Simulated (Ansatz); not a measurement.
Reactions of C4H8Br2 (`CC(Br)CCBr`).

Calculated with Ansatz (gas phase, PBE0-D4/def2-TZVP geometries, no zero-point term in ΔE). CCSD(T)/CBS is the MP2 limit (def2-TZVPP, def2-QZVPP) plus CCSD(T) − MP2 in def2-TZVPP, frozen cores. This one scheme is used for every species, atoms too. For atomizations the MP2-based limit and the directly extrapolated one differ by several kJ/mol either way, and by 10 to 25 for some Ge, Se and Sn compounds, so smaller differences from it don't rank the levels. No spin–orbit coupling; open shells (•) take unrestricted orbitals. Spin–orbit coupling would lower the free atoms: a little for C; clearly for Br. For Br outer-core shells are correlated without core-valence functions, so the limit isn't a true one: a few kJ/mol of doubt a bond, and 10 to 20 or more in all where bonds break to atoms. Scalar relativity is left out up to krypton. Each species was taken in one conformer, which may not be the lowest.

```
                                 reaction  MP2/CBS(def2) (kcal/mol)  CCSD(T)/CBS(def2) (kcal/mol)
    `CC(Br)CCBr` + H₂ → `CC(C)Br` + `CBr`                      -9.2                         -11.1
`CC(Br)CCBr` + `CC` → `CCCBr` + `CC(C)Br`                       1.2                           0.7
  `CC(Br)CCBr` + H₂O → `CC(O)Br` + `CCBr`                      13.0                          10.7
 `CC(Br)CCBr` + HCl → `CC(Cl)Br` + `CCBr`                      10.7                          10.5
      `CC(Br)CCBr` + H₂ → `CCBr` + `CCBr`                      -8.0                         -10.1
       `CC(Br)CCBr` → 2 Br• + 4 C• + 8 H•                    1263.3                        1244.4
   `CC(Br)CCBr` + HBr → `BrCCBr` + `CCBr`                       7.0                           6.5
            `CC(Br)CCBr` → `CC(C)(Br)CBr`                      -2.8                          -1.9
     `CC(Br)CCBr` + H₂ → `CCC(C)Br` + HBr                     -13.6                         -15.4
       `CC(Br)CCBr` + H₂ → `CCCCBr` + HBr                     -10.2                         -12.5
```

Largest T1 diagnostic: 0.009, for `CC(O)Br`.
